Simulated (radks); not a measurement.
All-electron atom: S XII in [He] 2s2 2p1 (the NIST ground configuration).

Calculated with a radial shooting solver on a logarithmic mesh with Libxc functionals: non-relativistic Kohn-Sham, BLYP, spin-polarised, spherical densities, point nucleus; open shells are filled with parallel spins first.

Energy parts (eV):
| part | energy |
|---|---|
| total | -8612.915 |
| kinetic | 8608.505 |
| electron-nucleus | -18138.914 |
| Hartree | 1309.983 |
| exchange-correlation | -392.490 |

Orbitals (lengths in bohr, moments of r in powers of bohr):
| orbital | occ. | eigenvalue (eV) | <r^2> |
|---|---|---|---|
| 1s up | 1 | -2872.711 | 0.01257 |
| 1s down | 1 | -2869.273 | 0.01253 |
| 2s up | 1 | -570.9319 | 0.2088 |
| 2s down | 1 | -563.6002 | 0.2110 |
| 2p up | 1 | -534.8761 | 0.1637 |
| 2p down | 0 | -526.4025 | 0.1660 |
| 3s up | 0 | -229.7227 | 1.190 |
| 3s down | 0 | -227.8867 | 1.206 |
| 3p up | 0 | -218.3153 | 1.130 |
| 3p down | 0 | -216.2892 | 1.149 |
| 3d up | 0 | -205.7396 | 0.8684 |
| 3d down | 0 | -203.1709 | 0.8916 |

The highest occupied level is 2p up at -534.88 eV. The density falls to 0.001 e/bohr^3 at r = 1.20 bohr. The electron density at the nucleus is 2735 e/bohr^3. The spin density at the nucleus is -0.411 e/bohr^3 (1s -2.298, 2s 1.888), a Fermi contact field of -21.5 T.
